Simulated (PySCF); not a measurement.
# Spinor energies of Zn¹³⁺ (zinc, charge +13)

Start: [Ne] 3s2 3p5; 3p1/2 filled at m_j = -1/2, +1/2; 3p3/2 filled at m_j = -1/2, +1/2, +3/2. Calculated with PySCF 2.14 in an even-tempered Gaussian basis (20 s from 1 bohr⁻², ratio 2.4; 14 p from 1.3 bohr⁻², ratio 2.4; 5 d from 7.3 bohr⁻², ratio 2.6; 4 f from 11 bohr⁻², ratio 2.6): generalised Hartree-Fock with the X2C-1e Hamiltonian and a Gaussian nucleus; one run each with spin-orbit coupling (SO) switched off, then screened by Boettger's factors.

```tsv
spinor shell	electrons	ε, spin-free (eV)	ε, screened SO (eV)	weight of nominal j (screened SO)	rms radius, screened SO (bohr)
1s1/2	2	-10152.3	-10152.0	1.000	0.0580
2s1/2	2	-1657.0	-1656.8	1.000	0.243
2p1/2	2	-1488.4	-1505.5	0.999	0.215
2p3/2	4	-1488.4	-1479.9	1.000	0.218
3s1/2	2	-511.18	-511.11	1.000	0.639
3p1/2	2	-456.01	-459.18	0.913	0.638
3p3/2	3	-456.01	-454.37	0.942	0.644
```

| quantity | spin-free | screened SO |
| --- | --- | --- |
| E (hartree) | -1718.80632 | -1718.91406 |
| M_J | 3/2 | 3/2 |
| ⟨J²⟩ | 3.752 | 3.752 |
| ⟨L²⟩ | 2.001 | 2.002 |
| ⟨S²⟩ | 0.751 | 0.752 |

Each row is a mean over spinors that exchange with the open shell spreads, by up to 9.093 eV (3s1/2).

Without spin-orbit coupling the j labels of p, d and f shells carry no meaning; the spin-free column gives the mean over the occupied spinors of each nl shell.
